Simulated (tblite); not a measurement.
Species: C₅H₂N₃O (doublet state).
Cartesian coordinates in Å at the GFN2-xTB level; atoms count from 1:
```xyz
11
C5H2N3O angstrom
C      3.2300   -0.0004   -1.0247
C      2.0597   -0.0908   -0.7657
C      0.6928   -0.2388   -0.4997
N     -0.0793   -1.2063   -1.1262
C     -1.2350   -1.0199   -0.6293
N     -1.2629   -0.0025    0.2729
C     -2.3016    0.5149    1.0287
O     -3.4206    0.1074    0.9954
N      0.0034    0.4956    0.3443
H      4.2541    0.0974   -1.2335
H     -1.9351    1.3461    1.6517
```

Computed geometry: GFN2-xTB, gas phase. This method treats the open shell by occupation alone, without spin polarisation.

Take the most abundant isotopes and a rigid rotor. The values belong to one conformer with, in the numbering `[CH:1]#[C:2][c:3]1[n:4][c:5][n:6]([CH:7]=[O:8])[n:9]1`, C5–N6–C7–O8 0°.

Problem. What are A, B and C (MHz)?

Solution. Ia = 65.82, Ib = 534.05, Ic = 599.87 u·Å²; 505379 MHz·u·Å²/I gives A = 7679, B = 946.3, C = 842.5 MHz.

Problem. Classify the top.

Solution. A near-prolate asymmetric top. Ray's parameter κ = (2B − A − C)/(A − C) = -0.970; −1 is the prolate and +1 the oblate limit.

Problem. Is it planar, by Δ = Ic − Ia − Ib?

Solution. Planar: Δ = Ic − Ia − Ib = 0.00 u·Å². For a rigid frame Δ = −2 Σ m c², so it vanishes when all atoms lie in the ab plane; here none is more than 0.01 Å from it.

For this open shell read J as N, the rotation without spin; fine and hyperfine splittings come on top. Its GFN2-xTB frequencies are all real (lowest 84 cm⁻¹). Zero-point vibration and centrifugal distortion are left out.

Hardware: Arm Neoverse V2, one thread, on a shared host. Cost: 0.13 s wall. This is the geometry optimisation.
